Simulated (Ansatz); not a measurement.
SiAu₂, 3 atoms. Hardware: 4 threads of Arm Neoverse V2 on a shared host.

In the def2 sets Au takes a core potential; there is no spin–orbit coupling. Correlated methods freeze 5 core orbitals; core or outer-core shells of Au are correlated, in sets that lack core-valence functions.

Q: How many basis functions does each of these Ansatz runs have, and roughly what does it cost? PBE-QIDH/def2-TZVP, charge 0 triplet, energy, from earlier orbitals; PBE-D4/def2-TZVP, charge 0 unrestricted singlet, energy, from earlier orbitals; PBE-D4/def2-SVP, charge 0 singlet, energy, from earlier orbitals; PBE-QIDH/def2-TZVP, charge 0 quintet, energy, from earlier orbitals; r2SCAN-D4/def2-TZVPD, charge -1 doublet at the geometry of the charge 0 singlet, energy, from earlier orbitals; PBE0-D4/def2-TZVP, charge 0 triplet, energy, from earlier orbitals; HF/def2-TZVP, charge 0 triplet, energy, from earlier orbitals; r2SCAN-D4/def2-TZVP, charge 1 doublet at the geometry of the charge 0 singlet, energy, from earlier orbitals; PBE-D4/def2-TZVP, charge 0 quintet, energy, from earlier orbitals; ωB97M-V/def2-TZVP, charge 0 triplet, energy, from earlier orbitals; r2SCAN-D4/def2-TZVPD, charge 0 singlet, energy, from earlier orbitals; HF/def2-TZVP, charge 0 quintet, energy, from earlier orbitals.

A: Other jobs shared the machine, so times can vary by a factor of up to 3. A dash marks memory too small to be measured apart from the calling script's.

```tsv
run	functions	fitting or Cholesky vectors	wall time	peak host memory (GiB)
PBE-D4/def2-SVP, charge 0 singlet, energy, from earlier orbitals	82	836	0.55 s	–
HF/def2-TZVP, charge 0 triplet, energy, from earlier orbitals	117	966	0.85 s	–
PBE-D4/def2-TZVP, charge 0 quintet, energy, from earlier orbitals	117	968	1.3 s	–
PBE-D4/def2-TZVP, charge 0 unrestricted singlet, energy, from earlier orbitals	117	968	1.4 s	–
HF/def2-TZVP, charge 0 quintet, energy, from earlier orbitals	117	966	1.6 s	–
r2SCAN-D4/def2-TZVPD, charge 0 singlet, energy, from earlier orbitals	129	1011	2 s	–
PBE0-D4/def2-TZVP, charge 0 triplet, energy, from earlier orbitals	117	1090	2.6 s	–
PBE-QIDH/def2-TZVP, charge 0 triplet, energy, from earlier orbitals	117	966	3.1 s	–
PBE-QIDH/def2-TZVP, charge 0 quintet, energy, from earlier orbitals	117	966	3.4 s	–
r2SCAN-D4/def2-TZVP, charge 1 doublet at the geometry of the charge 0 singlet, energy, from earlier orbitals	117	968	3.6 s	–
r2SCAN-D4/def2-TZVPD, charge -1 doublet at the geometry of the charge 0 singlet, energy, from earlier orbitals	129	1011	4.3 s	–
ωB97M-V/def2-TZVP, charge 0 triplet, energy, from earlier orbitals	117	974	6.5 s	–
```
